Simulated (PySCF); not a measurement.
C3HF4, SMILES F/C=[C]/C(F)(F)F, multiplicity 2. Atoms are numbered in the order given.

```xyz
8

F      0.2617     2.8979     0.0000
C     -0.2919     1.6911     0.0000
C      0.3955     0.5692     0.0000
C      0.0544    -0.8671     0.0000
F      0.5376    -1.4945    -1.0805
F      0.5376    -1.4945     1.0805
F     -1.2877    -1.0284     0.0000
H     -1.3912     1.7171     0.0000
```
Charge 0, spin multiplicity 2.

Coordinates come from a B3LYP-D3(BJ)/def2-SVP optimisation. The isomer is the one that the SMILES or the coordinates give; other isomers of the formula were not compared.

Level of theory: PBE0/def2-TZVP run with PySCF.

Atomic charges (e):

| atom | Löwdin | Mulliken | Mulliken spin |
|---|---|---|---|
| F1 | 0.20 | -0.15 | 0.01 |
| C2 | -0.28 | 0.08 | -0.12 |
| C3 | 0.01 | -0.11 | 1.01 |
| C4 | -0.70 | 0.47 | 0.01 |
| F5 | 0.21 | -0.14 | 0.00 |
| F6 | 0.21 | -0.14 | 0.00 |
| F7 | 0.20 | -0.16 | 0.04 |
| H8 | 0.15 | 0.15 | 0.06 |

Computed Mayer and Wiberg (Löwdin basis) orders of the bonds:
```csv
bond,Mayer,Wiberg
F1–C2,1.08,1.80
C2–C3,1.90,2.18
C3–C4,1.07,1.25
C4–F5,1.15,1.76
C4–F6,1.15,1.76
C4–F7,1.13,1.72
C2–H8,0.95,0.85
```
